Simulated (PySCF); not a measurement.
Compound: C4H6F2OS2.
Geometry (PBE0-D3(BJ)/def2-SVP, Å), atoms numbered from 1 in this order:
```
atom  x, y, z in Å
F1    -3.1071   -0.6627   -1.1040
C2    -2.3964   -0.4673    0.0012
F3    -3.2005    0.1025    0.9262
O4    -1.3773    0.3736   -0.3239
C5    -0.4376    0.6331    0.6939
S6     0.4859   -0.8673    1.2058
C7     1.9622   -0.5623    0.1699
C8     1.6671    0.5604   -0.8068
S9     0.7426    1.8423    0.0867
H10   -2.0397   -1.4342    0.4016
H11   -0.9380    1.0404    1.5868
H12    2.7922   -0.2937    0.8397
H13    2.2154   -1.4940   -0.3581
H14    1.0568    0.2098   -1.6525
H15    2.5897    1.0148   -1.1970
```

Level: CAM-B3LYP/def2-SVPD in PySCF, non-relativistic, on one gas-phase PBE0-D3(BJ)/def2-SVP geometry that isn't relaxed in the solvent. The solvent is an IEF-PCM continuum (Bondi radii, 1.10 Å for H, scaled by 1.2), and excitations are vertical TDDFT with non-equilibrium linear response and a frozen core. Specific hydrogen bonds and non-electrostatic terms are outside this model.

```csv
run,E − E(gas) (kcal/mol),HOMO (eV),HOMO–LUMO gap (eV),dipole (D),lowest singlet (eV),static polarisability (au)
gas,0.00,-8.29,8.80,3.40,5.09,90.9
P,-6.78,-8.14,8.92,4.33,5.19,125.8
Q,-3.02,-8.19,8.85,3.82,5.12,104.5
```

Task: The runs were made in benzene and methanol. Which run belongs to which solvent?

Result: P = methanol, Q = benzene. The dielectric constants are 2.271 (benzene), 32.61 (methanol), and the energy falls further as ε rises. The optical constants n² used for the excitations are 2.25, 1.77 in the same order. In this model the ground state sees the solvent through ε alone.

Task: How constant is the ratio of the lowering to (ε − 1)/(2ε + 1)?

Result: 
| solvent | (ε − 1)/(2ε + 1) | E − E(gas) (kcal/mol) | ratio (kcal/mol) | polarisation term (kcal/mol) |
| --- | --- | --- | --- | --- |
| benzene | 0.229 | -3.02 | -13.2 | -3.23 |
| methanol | 0.477 | -6.78 | -14.2 | -7.86 |

The ratio changes by +7.6 % in size from benzene to methanol. The polarisation term is half the interaction of the solute with the induced surface charges.
